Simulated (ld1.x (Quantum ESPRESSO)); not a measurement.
# Configuration tests for titanium (Ti) (TM semilocal)

| Item | Value |
| --- | --- |
| Element | titanium (Ti) |
| Generator | ld1.x (Quantum ESPRESSO) 7.5 |
| Type | norm-conserving Troullier–Martins (semilocal form) |
| Functional | PBE |
| Relativity | scalar-relativistic |
| Frozen core | [Ar] |
| Valence charge | 4 |
| Reference configuration | 3d2 4s2 4p0 |
| Partial waves | 4s (bound): rc 2.05 bohr; 4p (bound, empty): rc 3.80 bohr; 3d (bound): rc 2.40 bohr |
| Local potential | the d channel |
| Core correction | none |

Energies are relative to the spin-unpolarised reference configuration 3d2 4s2 4p0; without spin polarisation the order of configurations can differ from experiment.

| valence configuration | charge | ΔE all-electron (eV) | error AE − PS (meV) |
| --- | --- | --- | --- |
| 3d2 4s1 4p0 | +1 | 7.347 | +15 |
| 3d2 4s0 4p0 | +2 | 20.919 | +210 |
| 3d1 4s0 4p0 | +3 | 47.867 | +427 |
| 3d2.5 4s1.5 4p0 | 0 | 0.353 | +14 |
| 3d2 4s1 4p1 | 0 | 3.076 | +7.4 |
| 3d2 4s0 4p1 | +1 | 11.123 | +59 |

(1) What are ΔE and the potential's error for 3d2 4s1.5 4p0?

Answers

(1) ΔE = 2.937 eV all-electron; the error (AE − PS) is +1.9 meV.
